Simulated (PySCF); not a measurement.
**Correlation energy of Ce³⁵⁺ (cerium, charge +35)**

Starting occupation: [Ar] 3d5, 3d3/2 with m_j = -3/2, -1/2, +1/2, +3/2, 3d5/2 with m_j = +5/2. Calculation: PySCF 2.14, in an even-tempered Gaussian basis (16 s from 6.6 bohr⁻², ratio 2.8; 12 p from 8.6 bohr⁻², ratio 2.8; 8 d from 8.6 bohr⁻², ratio 2.8; 3 f from 30 bohr⁻², ratio 3); X2C-1e with screened-nucleus spin-orbit coupling, Gaussian nucleus. Frozen: [Ne]; 13 electrons correlated; the 74 highest virtual spinors left out.

MP2 pair energies summed by pair of shells (mhartree):

| pair | energy | share (%) |
| --- | --- | --- |
| 3d-3p | -180.28 | 38.6 |
| 3p-3p | -130.33 | 27.9 |
| 3d-3d | -83.75 | 17.9 |
| 3p-3s | -37.15 | 8.0 |
| 3d-3s | -28.14 | 6.0 |
| 3s-3s | -7.07 | 1.5 |

Total MP2 correlation energy: -466.71 mhartree.

The GHF reference relaxed away from the jj start to a determinant that is no pure jj level (⟨S²⟩ = 5.37, ⟨J²⟩ = 8.76); the energies belong to that determinant.

At this charge the one-electron X2C treatment keeps the bare 1/r₁₂, with no two-electron picture change or Breit term. The effect here is smaller than on the frozen 1s shell.
